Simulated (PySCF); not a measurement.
Q: Give a GFN2-xTB geometry of `O=C(O)c1csc([O-])c1`. (Charge -1.)

A: 
Z-matrix in Å and degrees, rows numbered from 1:
```
O 
C   1  1.2206
O   2  1.3674  1  118.82
C   2  1.4395  1  127.03  3  -179.99
C   4  1.3751  2  121.25  1     0.09
S   5  1.7143  4  112.46  2   179.98
C   6  1.8964  5   91.57  4     0.01
O   7  1.2227  6  119.38  5   180.00
C   7  1.3733  6  105.47  5    -0.01
H   3  0.9684  2  107.65  1     0.02
H   5  1.0722  4  127.03  2    -0.06
H   9  1.0758  4  122.70  2     0.03
```

The 5-membered ring C4–C5–S6–C7–C9 has internal angles of 91.6° to 116.6°; it is planar, 0.00 Å rms from its mean plane, widest ring torsion 0°. C9 (aromatic CH carbon) is planar (angles 122.7°, 120.7° and 116.6°, sum 360.0°, 0.00 Å off the plane of its three neighbours). C2 (carboxylic acid carbon) is planar (angles 127.0°, 118.8° and 114.2°, sum 360.0°, 0.00 Å off the plane of its three neighbours). The 4 C–C bonds span 1.373 Å (C7–C9, aromatic) to 1.440 Å (C2–C4, drawn single), a spread of 0.067 Å.

Computed geometry: GFN2-xTB, gas phase.

Point group: Cs (tolerance 0.08 Å). Stationary, but not proved a minimum. Torsions: O1–C2–O3–H 0°, O1–C2–C4–C5 0°.

One conformer stands for the species.
